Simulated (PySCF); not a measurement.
Cl4MoO, singlet, at a GFN2-xTB geometry (such geometries of metal compounds can be far from the true shape) (core potentials on Mo). Base run: PySCF with DF-CAMB3LYP/def2-SVP.

Input for PySCF:
```python
from pyscf import gto, scf, dft

mol = gto.M(
    atom='''
Mo    0.18345456   -0.04622251    0.17167644
O     1.35359491   -0.34104659    1.26669161
Cl   -1.40631039    0.35432858   -1.31602266
Cl    0.33010450    2.17164842    0.45028123
Cl    1.32738161   -1.03772607   -1.47951400
Cl   -1.34140224   -1.21356163    1.32502348
''',
    basis='def2-svp',
    ecp={'Mo': 'def2-svp'},
    verbose=4,
)

mf = dft.RKS(mol)
mf.xc = 'camb3lyp'
mf = mf.density_fit(auxbasis='def2-universal-jkfit')
mf.kernel()
```

Each row names what was changed in the base input (with any setting that the change needs).

| change | basis functions | E (Eh) | HOMO (eV) | HOMO-LUMO gap (eV) | dipole (D) | core-seconds (rough) |
|---|---|---|---|---|---|---|
| base | 117 | -1983.71145 | -10.31 | 6.79 | 0.35 | 10 |
| basis = LANL2DZ | (withheld) | (withheld) | (withheld) | (withheld) | (withheld) | 7 |
| basis = def2-SV(P) | 110 | -1983.67270 | -10.29 | 6.64 | 0.45 | 10 |
| basis = def2-SVPD | 165 | -1983.73942 | -10.48 | 6.74 | 0.41 | 20 |
| basis = def2-TZVP | 219 | -1984.46605 | -10.40 | 6.83 | 0.39 | 20 |
| basis = def2-TZVPP | 255 | -1984.47488 | -10.39 | 6.87 | 0.39 | 30 |

**Question.** What belongs in the gaps?

**Answer.** 
- basis = LANL2DZ, basis functions: 63
- basis = LANL2DZ, E (Eh): -202.40969
- basis = LANL2DZ, HOMO (eV): -10.82
- basis = LANL2DZ, HOMO-LUMO gap (eV): 6.28
- basis = LANL2DZ, dipole (D): 0.97

Totals compare only among sets that treat the same electrons; sets with core potentials leave the core out.
